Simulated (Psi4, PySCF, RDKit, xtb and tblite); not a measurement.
Conformational energy of SMILES C(/C=C)=C/c1occc1 (C8H8O), singlet. Scanned: dihedral C1–C2–C3–C4; all other coordinates were relaxed at GFN2-xTB. Points at φ and −φ are mirror images. Heavy atoms are numbered in the order of the SMILES C=C/C=C\c1ccco1, hydrogens after them in the order of the atoms that carry them; the mirror image has the same energies with the sign of each dihedral reversed.

Computed with: MMFF94 // GFN2-xTB (RDKit); GFN2-xTB (xtb and tblite); RHF/6-31G* = restricted Hartree-Fock/6-31G*, spherical d, density fitting // GFN2-xTB in PySCF; PBE-D3(BJ)/def2-SVP // GFN2-xTB (Psi4).

Energies relative to the lowest point of each profile, in kJ/mol; the last columns give the difference from PBE-D3(BJ):

| φ / ° | MMFF94 | GFN2-xTB | RHF/6-31G* | PBE-D3(BJ)/def2-SVP | MMFF94 − PBE-D3(BJ)/def2-SVP | GFN2-xTB − PBE-D3(BJ)/def2-SVP | RHF/6-31G* − PBE-D3(BJ)/def2-SVP |
|---|---|---|---|---|---|---|---|
| -160 | 3.4 | 2.4 | 2.9 | 4.0 | -0.5 | -1.6 | -1.1 |
| -140 | 12.1 | 8.7 | 10.7 | 14.7 | -2.6 | -6.0 | -4.0 |
| -120 | 22.4 | 16.5 | 20.7 | 28.7 | -6.3 | -12.2 | -8.0 |
| -100 | 28.4 | 21.9 | 28.5 | 39.3 | -11.0 | -17.4 | -10.8 |
| -80 | 23.0 | 22.0 | 29.5 | 39.4 | -16.3 | -17.3 | -9.9 |
| -60 | 18.7 | 18.8 | 26.6 | 32.7 | -14.0 | -13.9 | -6.1 |
| -40 | 22.7 | 17.6 | 25.6 | 27.1 | -4.5 | -9.5 | -1.5 |
| -20 | 34.3 | 20.1 | 28.6 | 24.6 | 9.7 | -4.5 | 4.0 |
| 0 | 47.3 | 22.3 | 30.6 | 21.6 | 25.7 | 0.7 | 9.0 |
| 20 | 34.3 | 20.1 | 28.6 | 24.6 | 9.7 | -4.5 | 4.0 |
| 40 | 22.7 | 17.6 | 25.6 | 27.1 | -4.5 | -9.5 | -1.5 |
| 60 | 18.7 | 18.8 | 26.6 | 32.7 | -14.0 | -13.9 | -6.1 |
| 80 | 23.0 | 22.0 | 29.5 | 39.4 | -16.3 | -17.3 | -9.9 |
| 100 | 28.4 | 21.9 | 28.5 | 39.3 | -11.0 | -17.4 | -10.8 |
| 120 | 22.4 | 16.5 | 20.7 | 28.7 | -6.3 | -12.2 | -8.0 |
| 140 | 12.1 | 8.7 | 10.7 | 14.7 | -2.6 | -6.0 | -4.0 |
| 160 | 3.4 | 2.4 | 2.9 | 4.0 | -0.5 | -1.6 | -1.1 |
| 180 | 0.0 | 0.0 | 0.0 | 0.0 | 0.0 | 0.0 | 0.0 |

MMFF94 is furthest from PBE-D3(BJ)/def2-SVP at 0 (25.7 kJ/mol, above); its mean absolute difference over the points is 8.6 kJ/mol.

GFN2-xTB is furthest from PBE-D3(BJ)/def2-SVP at -100 (-17.4 kJ/mol, below); its mean absolute difference over the points is 9.2 kJ/mol.

RHF/6-31G* is furthest from PBE-D3(BJ)/def2-SVP at -100 (-10.8 kJ/mol, below); its mean absolute difference over the points is 5.5 kJ/mol.
